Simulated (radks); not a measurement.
Problem. The mean radii <r> (bohr) of the occupied orbitals of an atom or ion are listed with their occupations. Calculated with a radial shooting solver on a logarithmic mesh with Libxc functionals: scalar-relativistic Kohn-Sham, exchange-only PBE, spin-polarised, spherical densities, point nucleus.

| orbital | occ. | <r> |
|---|---|---|
| 1s | 2 | 0.05213 |
| 2s | 2 | 0.2352 |
| 2p | 6 | 0.2064 |
| 3s | 2 | 0.7125 |
| 3p | 6 | 0.7502 |
| 3d | 10 | 1.025 |

Name the element and its charge. Open shells, if any, are filled with parallel spins first.

Solution. Z = 29, copper, charge +1: Cu+ in [Ar] 3d10. The 1s radius gives Z: for a bare nucleus <r> = (2 gamma + 1)/(2Z) with gamma = sqrt(1 - (Z/c)^2), 0.05094 bohr for Z = 29, and screening makes it slightly larger (0.05213 here). The occupations add up to 28, and the charge is Z minus that.
